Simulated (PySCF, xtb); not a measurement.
SnH₃Cl, SMILES [Cl][SnH3].

Harmonic wavenumbers (cm⁻¹) from xtb 6.7.1 with GFN2-xTB at its own minimum, in rising order: 327, 427, 427, 630, 677, 678, 1499, 1738, 1738.

What does B3LYP-D3(BJ)/def2-TZVP run with PySCF 2.14.0 give at its own minimum? (An estimate is asked for; the answer gives what the named calculation found.)

358, 483, 483, 697, 701, 701, 1944, 1955, 1955. Paired by order, the mean absolute difference is 126 cm⁻¹ and the zero-point energies are 11.6 and 13.3 kcal/mol.
